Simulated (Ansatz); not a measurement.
Program: Ansatz. Geometries: PBE0-D4/def2-TZVP. ΔE: electronic, gas phase. CCSD(T)/CBS adds triple-zeta CCSD(T) − MP2 to the extrapolated MP2 energy (def2 sets, frozen cores). This one scheme is used for every species. DFT in def2-TZVPP. For Ge outer-core shells are correlated without core-valence functions, which leaves a few kJ/mol of doubt a bond. Scalar relativity is left out up to krypton. One conformer a species, not always the lowest.

Consider the silylene formation by 1,1-elimination: `C[SiH2][GeH2][Cl]` → `[Cl][GeH3]` + `C[SiH]`.

```csv
species,ωB97X-V energy (Eh)
`C[SiH2][GeH2][Cl]`,-2868.79142
`[Cl][GeH3]`,-2538.79238
`C[SiH]`,-329.89850
```

Task: Work out ΔE.

Result: ΔE = (-2538.79238) + (-329.89850) − (-2868.79142) = 0.10054 Eh = +2.74 eV. CCSD(T)/CBS gives +2.66 eV.

Task: What do rigid-rotor, harmonic-oscillator terms from PBE0-D4/def2-TZVP frequencies (298.15 K, 1 bar) make of the CCSD(T)/CBS value? (Best estimate.)

Result: Ansatz gave: ΔZPE = -0.14 eV, ΔH = +2.54 eV, ΔS = 150 J/(mol·K), ΔG = +2.08 eV. Modes under 50 cm⁻¹ make the entropy rough.

Largest T1 diagnostic among the species: 0.012.

At CCSD(T), def2-SVP lies −0.22 eV from the extrapolated value and def2-TZVPP −0.08 eV. The D4 term adds +0.17 eV with B3LYP and +0.09 eV with PBE0; it sums over pairs of atoms, weighted by their polarisabilities, and B3LYP, whose exchange is more repulsive, gets the larger term.

B3LYP here is the variant with VWN-RPA as its local correlation; programs differ in this.
